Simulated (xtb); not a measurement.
xtb input (GFN1-xTB):

```bash
xtb mol.xyz --gfn 1 --sp --chrg 0 --uhf 0
```
mol.xyz:
```
8

N      1.48907470    -0.44322066     0.33067049
Al     0.01677495     0.48205374    -0.01520816
N     -1.51697996    -0.35867945    -0.30537160
H      1.56474282    -1.44643365     0.38559669
H      2.38692657    -0.01945772     0.50318947
H      0.07145839     2.05346512    -0.06478411
H     -2.38361199     0.11470720    -0.50619447
H     -1.66225334    -1.35567877    -0.29719375
```

Output:

```
           -------------------------------------------------
          |                Calculation Setup                |
           -------------------------------------------------

           -------------------------------------------------
          |                 G F N 1 - x T B                 |
           -------------------------------------------------

        Reference                      10.1021/acs.jctc.7b00118
      * Hamiltonian:
        H0-scaling (s, p, d)           1.850000    2.250000    2.000000
        zeta-weighting                 0.000000
      * Dispersion:
        s8                             2.400000
        a1                             0.630000
        a2                             5.000000
        s9                             0.000000
      * Repulsion:
        kExp                           1.500000
        rExp                           1.000000
      * Coulomb:
        alpha                          2.000000
        third order                    atomic
        anisotropic                    false
      * Halogen bond correction:
        rad-scale                      1.300000
        damping                        0.440000

          ...................................................
          :                      SETUP                      :
          :.................................................:
          :  # basis functions                  28          :
          :  # atomic orbitals                  27          :
          :  # shells                           17          :
          :  # electrons                        18          :
          :  # halogen bonds                     0          :
          :  max. iterations                   250          :
          :  Hamiltonian                  GFN1-xTB          :
          :  restarted?                      false          :
          :  GBSA solvation                  false          :
          :  PC potential                    false          :
          :  electronic temp.          300.0000000     K    :
          :  accuracy                    1.0000000          :
          :  -> integral cutoff          0.2500000E+02      :
          :  -> integral neglect         0.1000000E-07      :
          :  -> SCF convergence          0.1000000E-05 Eh   :
          :  -> wf. convergence          0.2000000E-04 e    :
          :  Broyden damping             0.4000000          :
          :  net charge                          0          :
          :  unpaired electrons                  0          :
          ...................................................

 iter      E             dE          RMSdq      gap      omega  full diag
   1    -10.4921255 -0.104921E+02  0.605E+00    4.27       0.0  T
   2    -10.5122723 -0.201468E-01  0.381E+00    5.06       1.0  T
   3    -10.5119506  0.321655E-03  0.636E-01    4.88       1.0  T
   4    -10.5130574 -0.110671E-02  0.106E-01    5.02       1.0  T
   5    -10.5130830 -0.256926E-04  0.131E-02    5.00       2.7  T
   6    -10.5130834 -0.398593E-06  0.902E-04    5.00      39.2  T
   7    -10.5130835 -0.225433E-08  0.153E-04    5.00     231.4  T
   8    -10.5130835 -0.121201E-10  0.214E-05    5.00    1650.2  T

   *** convergence criteria satisfied after 8 iterations ***

         #    Occupation            Energy/Eh            Energy/eV
      -------------------------------------------------------------
         1        2.0000           -0.7191730             -19.5697
       ...           ...                  ...                  ...
         3        2.0000           -0.5250560             -14.2875
         4        2.0000           -0.5173895             -14.0789
         5        2.0000           -0.5162227             -14.0471
         6        2.0000           -0.4480762             -12.1928
         7        2.0000           -0.4374891             -11.9047
         8        2.0000           -0.3923226             -10.6756
         9        2.0000           -0.3784768             -10.2989 (HOMO)
        10                         -0.1948789              -5.3029 (LUMO)
        11                         -0.0955756              -2.6007
        12                         -0.0925534              -2.5185
        13                         -0.0875757              -2.3831
        14                         -0.0821754              -2.2361
       ...                                ...                  ...
        27                          1.1187210              30.4419
      -------------------------------------------------------------
                  HL-Gap            0.1835979 Eh            4.9960 eV
             Fermi-level           -0.2866778 Eh           -7.8009 eV

 SCC (total)                   0 d,  0 h,  0 min,  0.005 sec
 SCC setup                      ...        0 min,  0.000 sec (  1.857%)
 Dispersion                     ...        0 min,  0.000 sec (  0.631%)
 classical contributions        ...        0 min,  0.000 sec (  0.199%)
 integral evaluation            ...        0 min,  0.001 sec ( 23.971%)
 iterations                     ...        0 min,  0.001 sec ( 21.453%)
 molecular gradient             ...        0 min,  0.002 sec ( 49.847%)
 printout                       ...        0 min,  0.000 sec (  1.909%)

         :::::::::::::::::::::::::::::::::::::::::::::::::::::
         ::                     SUMMARY                     ::
         :::::::::::::::::::::::::::::::::::::::::::::::::::::
         :: total energy             -10.412269031478 Eh    ::
         :: gradient norm              0.021279595004 Eh/a0 ::
         :: HOMO-LUMO gap              4.995954014258 eV    ::
         ::.................................................::
         :: SCC energy               -10.513083450666 Eh    ::
         :: -> electrostatic           0.050189064471 Eh    ::
         :: repulsion energy           0.102491740486 Eh    ::
         :: dispersion energy         -0.001677321298 Eh    ::
         :: halogen bond corr.         0.000000000000 Eh    ::
         :: add. restraining           0.000000000000 Eh    ::
         :: total charge               0.000000000000 e     ::
         :::::::::::::::::::::::::::::::::::::::::::::::::::::

           -------------------------------------------------
          |                Property Printout                |
           -------------------------------------------------

    * Orbital Energies and Occupations

         #    Occupation            Energy/Eh            Energy/eV
      -------------------------------------------------------------
         1        2.0000           -0.7191730             -19.5697
         2        2.0000           -0.7120420             -19.3756
         3        2.0000           -0.5250560             -14.2875
         4        2.0000           -0.5173895             -14.0789
         5        2.0000           -0.5162227             -14.0471
         6        2.0000           -0.4480762             -12.1928
         7        2.0000           -0.4374891             -11.9047
         8        2.0000           -0.3923226             -10.6756
         9        2.0000           -0.3784768             -10.2989 (HOMO)
        10                         -0.1948789              -5.3029 (LUMO)
        11                         -0.0955756              -2.6007
        12                         -0.0925534              -2.5185
        13                         -0.0875757              -2.3831
        14                         -0.0821754              -2.2361
        15                         -0.0715839              -1.9479
        16                         -0.0353776              -0.9627
        17                         -0.0032299              -0.0879
        18                          0.0080017               0.2177
Note: The following floating-point exceptions are signalling: IEEE_DENORMAL
normal termination of xtb
        19                          0.0768939               2.0924
        20                          0.1622353               4.4146
       ...                                ...                  ...
        27                          1.1187210              30.4419
      -------------------------------------------------------------
                  HL-Gap            0.1835979 Eh            4.9960 eV
             Fermi-level           -0.2866778 Eh           -7.8009 eV

  Mulliken/CM5 charges         n(s)   n(p)   n(d)
     1N    -0.58120 -1.00650   1.430  4.151  0.000
     2Al    0.46509  0.46537   1.101  1.101  0.332
     3N    -0.58120 -1.00650   1.430  4.151  0.000
     4H     0.20524  0.39803   0.795  0.000  0.000
     5H     0.20270  0.39550   0.797  0.000  0.000
     6H    -0.11856 -0.03942   1.119  0.000  0.000
     7H     0.20270  0.39550   0.797  0.000  0.000
     8H     0.20524  0.39803   0.795  0.000  0.000

Wiberg/Mayer (AO) data.
largest (>0.10) Wiberg bond orders for each atom

 ---------------------------------------------------------------------------
     #   Z sym  total        # sym  WBO       # sym  WBO       # sym  WBO
 ---------------------------------------------------------------------------
     1   7 N    3.066 --     2 Al   1.146     5 H    0.911     4 H    0.907
     2  13 Al   3.290 --     3 N    1.146     1 N    1.146     6 H    0.862
     3   7 N    3.066 --     2 Al   1.146     7 H    0.911     8 H    0.907
     4   1 H    0.957 --     1 N    0.907
     5   1 H    0.959 --     1 N    0.911
     6   1 H    0.988 --     2 Al   0.862
     7   1 H    0.959 --     3 N    0.911
     8   1 H    0.957 --     3 N    0.907
 ---------------------------------------------------------------------------

Topologies differ in total number of bonds
Writing topology from bond orders to xtbtopo.mol

 dipole moment from electron density (au)
     X       Y       Z
  -0.0188  -0.5399   0.0170  total (Debye):    1.374

           -------------------------------------------------
          | TOTAL ENERGY              -10.412269031478 Eh   |
          | GRADIENT NORM               0.021279595004 Eh/α |
          | HOMO-LUMO GAP               4.995954014258 eV   |
           -------------------------------------------------

------------------------------------------------------------------------
------------------------------------------------------------------------
 total:
 SCF:
```
